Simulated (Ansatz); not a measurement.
CH6N2Si, SMILES `N=C(N)[SiH3]`. Charge 0, multiplicity 1. The geometry is a stationary point of PBE0-D4/def2-TZVP. It is one conformer, not always the lowest.

```xyz
10

N    -1.063   -1.317    0.101
C    -0.166   -0.419    0.227
N     0.756   -0.309    1.233
Si   -0.224    0.937   -1.098
H    -1.025   -2.019    0.845
H     0.875   -1.073    1.880
H     1.539    0.310    1.123
H    -1.412    1.796   -0.872
H     1.001    1.784   -0.998
H    -0.282    0.312   -2.439
```

**Question.** What is the dipole moment at ωB97M-V/def2-TZVPP? (Estimate.)

**Answer.** The calculation gave: 3.26 D, with components (2.66, 0.30, 1.85) D in this frame, pointing from negative to positive charge.

**Question.** And with PBE, r2SCAN, B3LYP? (Estimate.)

**Answer.** The calculation gave: PBE 3.24 D, r2SCAN 3.30 D, B3LYP 3.26 D.

**Question.** Give the Mulliken charges with ωB97M-V, r2SCAN, B3LYP in def2-TZVPP. (Best estimate.)

**Answer.** The calculation gave: 
```csv
atom,ωB97M-V,r2SCAN,B3LYP
N1,-0.32,-0.38,-0.33
C2,0.09,0.13,0.08
N3,-0.24,-0.32,-0.28
Si4,0.22,0.34,0.32
H5,0.08,0.11,0.10
H6,0.12,0.15,0.14
H7,0.14,0.18,0.16
H8,-0.02,-0.06,-0.06
H9,-0.05,-0.09,-0.09
H10,-0.01,-0.06,-0.05
```

B3LYP here is the variant with VWN-RPA as its local correlation; programs differ in this.

Computed with Ansatz.
